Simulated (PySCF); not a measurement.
Nuclear quadrupole coupling in `C[C@@H]1[SiH2]CC[Si@@H]1CCl`

Compound: C5H13ClSi2.
Z-matrix (Å and degrees, GFN2-xTB geometry), rows numbered from 1:
```
C 
C   1  1.5281
Si  2  1.9149  1  113.47
C   3  1.9023  2   99.53  1  -146.63
C   4  1.5322  3  108.84  2    39.09
Si  5  1.9051  4  108.71  3   -41.69
C   6  1.9118  2  111.65  1     7.82
Cl  7  1.7824  6  108.30  2   175.90
H   1  1.0888  2  111.21  3  -179.97
H   1  1.0872  2  110.95  3    59.66
H   1  1.0887  2  110.52  3   -59.95
H   2  1.0926  1  107.22  3   118.95
H   3  1.4683  2  110.85  1   -29.64
H   3  1.4662  2  113.15  1    93.61
H   4  1.0912  3  109.14  2   -79.71
H   4  1.0897  3  112.85  2   162.23
H   5  1.0901  4  110.53  3  -165.82
H   5  1.0921  4  108.92  3    77.83
H   6  1.4712  2  112.80  1  -112.89
H   7  1.0860  6  112.70  2   -66.44
H   7  1.0867  6  113.74  2    57.70
```

Field gradients from the PBE0/pcSseg-1 density (PySCF, non-relativistic), principal values in atomic units, ordered |Vxx| ≤ |Vyy| ≤ |Vzz|:

```tsv
atom	Vxx	Vyy	Vzz
Cl8	-1.9717	-2.0516	4.0232
```

Find the asymmetry η = (Vxx − Vyy)/Vzz and the couplings χ = eQV/h (234.96 MHz × Q in barn × V in au), with Q(35Cl) = −0.0817 b.

```tsv
atom	environment	nucleus	η	χzz (MHz)	χxx (MHz)	χyy (MHz)
Cl8	alkyl chlorine	35Cl	0.02	-77.23	37.85	39.38
```

The gradient is axial or nearly so (η below 0.05) at Cl8. The tensor is traceless: Vxx + Vyy + Vzz = 0.

What is Vzz at Cl8 in SI units (1 au = 9.71736 × 10²¹ V/m²)?

4.0232 au = 39.095 × 10²¹ V/m².

What couplings would deuterons (Q(2H) = 0.00286 b) have in place of the hydrogens, at this geometry?

```csv
atom,bonded to,bond length (Å),Vzz (au),η,χzz (kHz)
H9,C1,1.089,0.3135,0.02,211
H10,C1,1.087,0.3152,0.02,212
H11,C1,1.089,0.3130,0.02,210
H12,C2,1.093,0.3145,0.05,211
H13,Si3,1.468,0.1606,0.01,108
H14,Si3,1.466,0.1618,0.00,109
H15,C4,1.091,0.3129,0.03,210
H16,C4,1.090,0.3171,0.03,213
H17,C5,1.090,0.3154,0.03,212
H18,C5,1.092,0.3113,0.03,209
H19,Si6,1.471,0.1575,0.02,106
H20,C7,1.086,0.3151,0.07,212
H21,C7,1.087,0.3140,0.08,211
```

Geometry: GFN2-xTB, one conformer, isolated molecule. GFN2-xTB bond lengths can be off by several hundredths of an ångström, more for odd bonds, and the gradients follow them. With so small a basis the couplings can be 20 % off.
